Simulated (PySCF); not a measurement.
# Computed records: AlBFH2, B2H3

Computed with PySCF 2.14.0. Calculation on a computer-drawn molecule: vertical ionisation energy to the stated ion spin, frozen-core CCSD(T) at the basis limit and cheaper methods, single-reference cases, UHF for radicals, no spin-orbit; all values are single points at the evaluated structure, the first of each entry, which is the reference or a displaced copy of it and isn't optimised; the reference structure only sets the zero of the energies above reference; triples share is (T) over the correlation energy.

Common to all runs: charge 0; multiplicity 2; ion multiplicity 1; diffuse functions no; reference is the Hartree-Fock double-zeta minimum; best is HF at quadruple zeta + MP2 correlation extrapolated from triple and quadruple zeta + CCSD(T) minus MP2 at triple zeta; basis step is the size of the change from the same recipe one zeta lower.

(1) AlBFH2

Evaluated structure:
```xyz
5
AlBFH2
B     -2.4298    -0.4026     3.1813
Al    -1.3952    -1.8909     2.0941
F      0.3778    -1.8303     1.9666
H     -2.9943     0.5875     2.5588
H     -2.7569    -0.5755     4.3055
```

Reference structure:
```xyz
5
AlBFH2
B     -2.4605    -0.3918     3.1692
Al    -1.3376    -1.8899     2.0990
F      0.3203    -1.8024     1.9861
H     -2.9435     0.5442     2.5910
H     -2.7681    -0.5586     4.3187
```

* basis: cc-pV(n+d)Z
* ionisation energy best: 8.008 eV
* ionisation energy basis step: 0.04331 eV
* energy above reference best: 5.977 kcal/mol
* energy above reference basis step: 0.2921 kcal/mol
* total energy HF triple zeta: -367.2582 hartree
* total energy CCSD(T) triple zeta: -367.7025 hartree
* total energy best: -367.7763 hartree
* T1 diagnostic at triple zeta: 0.02515
* D1 diagnostic at triple zeta: 0.09959
* spin squared at triple zeta: 0.8097
* ion T1 diagnostic at triple zeta: 0.01781
* ion D1 diagnostic at triple zeta: 0.0452
* triples share at triple zeta: 0.03096
* basis functions triple zeta: 127
* dipole magnitude HF at triple zeta: 2.074 debye
* dipole magnitude CCSD unrelaxed at triple zeta: 1.753 debye
* dipole magnitude PBE at triple zeta: 1.638 debye
* dipole magnitude r2SCAN at triple zeta: 1.675 debye
* dipole magnitude B3LYP at triple zeta: 1.792 debye
* dipole magnitude wB97X at triple zeta: 1.804 debye

Drawn bonds:
```tsv
atom	other atom	order
1	2	1
2	3	1
1	4	1
1	5	1
```

Triple zeta:
```tsv
method	ionisation energy (eV)	energy above reference (kcal/mol)
HF	7.811	8.054
PBE	8.055	4.353
r2SCAN	8.196	5.751
B3LYP	8.111	5.678
wB97X	7.997	5.943
MP2	7.828	6.116
CCSD	7.948	6.377
CCSD(T)	7.942	6.032
```

(2) AlBFH2

Evaluated structure:
```xyz
5
AlBFH2
B     -2.4298    -0.4026     3.1813
Al    -1.3952    -1.8909     2.0941
F      0.3778    -1.8303     1.9666
H     -3.0034     0.6035     2.5487
H     -2.7569    -0.5755     4.3055
```

Reference structure:
```xyz
5
AlBFH2
B     -2.4605    -0.3918     3.1692
Al    -1.3376    -1.8899     2.0990
F      0.3203    -1.8024     1.9861
H     -2.9435     0.5442     2.5910
H     -2.7681    -0.5586     4.3187
```

* basis: cc-pV(n+d)Z
* ionisation energy best: 8.014 eV
* ionisation energy basis step: 0.04322 eV
* energy above reference best: 6.954 kcal/mol
* energy above reference basis step: 0.2802 kcal/mol
* total energy HF triple zeta: -367.2565 hartree
* total energy CCSD(T) triple zeta: -367.7010 hartree
* total energy best: -367.7747 hartree
* T1 diagnostic at triple zeta: 0.02516
* D1 diagnostic at triple zeta: 0.09947
* spin squared at triple zeta: 0.8096
* ion T1 diagnostic at triple zeta: 0.01784
* ion D1 diagnostic at triple zeta: 0.04525
* triples share at triple zeta: 0.03101
* basis functions triple zeta: 127
* dipole magnitude HF at triple zeta: 2.061 debye
* dipole magnitude CCSD unrelaxed at triple zeta: 1.745 debye
* dipole magnitude PBE at triple zeta: 1.636 debye
* dipole magnitude r2SCAN at triple zeta: 1.672 debye
* dipole magnitude B3LYP at triple zeta: 1.786 debye
* dipole magnitude wB97X at triple zeta: 1.794 debye

Drawn bonds:
```tsv
atom	other atom	order
1	2	1
2	3	1
1	4	1
1	5	1
```

Triple zeta:
```tsv
method	ionisation energy (eV)	energy above reference (kcal/mol)
HF	7.818	9.112
PBE	8.06	5.229
r2SCAN	8.201	6.709
B3LYP	8.116	6.667
wB97X	8.003	6.932
MP2	7.834	7.149
CCSD	7.954	7.355
CCSD(T)	7.947	6.994
```

(3) AlBFH2

Evaluated structure:
```xyz
5
AlBFH2
B     -2.4298    -0.4026     3.1813
Al    -1.3952    -1.8909     2.0941
F      0.3778    -1.8303     1.9666
H     -3.1382     0.8398     2.4001
H     -2.7569    -0.5755     4.3055
```

Reference structure:
```xyz
5
AlBFH2
B     -2.4605    -0.3918     3.1692
Al    -1.3376    -1.8899     2.0990
F      0.3203    -1.8024     1.9861
H     -2.9435     0.5442     2.5910
H     -2.7681    -0.5586     4.3187
```

- basis: cc-pV(n+d)Z
- ionisation energy best: 8.098 eV
- ionisation energy basis step: 0.04358 eV
- energy above reference best: 29.89 kcal/mol
- energy above reference basis step: 0.2059 kcal/mol
- total energy HF triple zeta: -367.2166 hartree
- total energy CCSD(T) triple zeta: -367.6647 hartree
- total energy best: -367.7381 hartree
- T1 diagnostic at triple zeta: 0.02573
- D1 diagnostic at triple zeta: 0.09775
- spin squared at triple zeta: 0.8086
- ion T1 diagnostic at triple zeta: 0.01863
- ion D1 diagnostic at triple zeta: 0.04642
- triples share at triple zeta: 0.03198
- basis functions triple zeta: 127
- dipole magnitude HF at triple zeta: 1.944 debye
- dipole magnitude CCSD unrelaxed at triple zeta: 1.69 debye
- dipole magnitude PBE at triple zeta: 1.666 debye
- dipole magnitude r2SCAN at triple zeta: 1.697 debye
- dipole magnitude B3LYP at triple zeta: 1.768 debye
- dipole magnitude wB97X at triple zeta: 1.701 debye

Drawn bonds:
```tsv
atom	other atom	order
1	2	1
2	3	1
1	4	1
1	5	1
```

Triple zeta:
```tsv
method	ionisation energy (eV)	energy above reference (kcal/mol)
HF	7.944	34.14
PBE	8.125	26.86
r2SCAN	8.279	29.55
B3LYP	8.197	29.75
wB97X	8.1	30.75
MP2	7.921	31.47
CCSD	8.042	30.46
CCSD(T)	8.032	29.76
```

(4) B2H3

Evaluated structure:
```xyz
5
B2H3
B     -0.0584    -0.6571     0.6060
B     -0.3229     0.3559     1.8146
H      0.1372    -1.4049    -0.2895
H     -1.4236     0.4655     2.2843
H      0.5774     1.0145     2.2618
```

Reference structure:
```xyz
5
B2H3
B     -0.0584    -0.6571     0.6060
B     -0.3229     0.3559     1.8146
H      0.1372    -1.4049    -0.2895
H     -1.4236     0.4655     2.2843
H      0.5774     1.0145     2.2618
```

* basis: cc-pVnZ
* ionisation energy best: 8.718 eV
* ionisation energy basis step: 0.01869 eV
* energy above reference best: 0 kcal/mol
* energy above reference basis step: 0 kcal/mol
* total energy HF triple zeta: -51.0354 hartree
* total energy CCSD(T) triple zeta: -51.2543 hartree
* total energy best: -51.2779 hartree
* T1 diagnostic at triple zeta: 0.01909
* D1 diagnostic at triple zeta: 0.05409
* spin squared at triple zeta: 0.7585
* ion T1 diagnostic at triple zeta: 0.01295
* ion D1 diagnostic at triple zeta: 0.03257
* triples share at triple zeta: 0.03121
* basis functions triple zeta: 102
* dipole magnitude HF at triple zeta: 1.36 debye
* dipole magnitude CCSD unrelaxed at triple zeta: 1.442 debye
* dipole magnitude PBE at triple zeta: 1.331 debye
* dipole magnitude r2SCAN at triple zeta: 1.353 debye
* dipole magnitude B3LYP at triple zeta: 1.397 debye
* dipole magnitude wB97X at triple zeta: 1.462 debye

Drawn bonds:
```tsv
atom	other atom	order
1	2	1
1	3	1
2	4	1
2	5	1
```

Triple zeta:
```tsv
method	ionisation energy (eV)	energy above reference (kcal/mol)
HF	7.982	0
PBE	9.002	0
r2SCAN	9.053	0
B3LYP	8.886	0
wB97X	8.711	0
MP2	8.607	0
CCSD	8.611	0
CCSD(T)	8.672	0
```
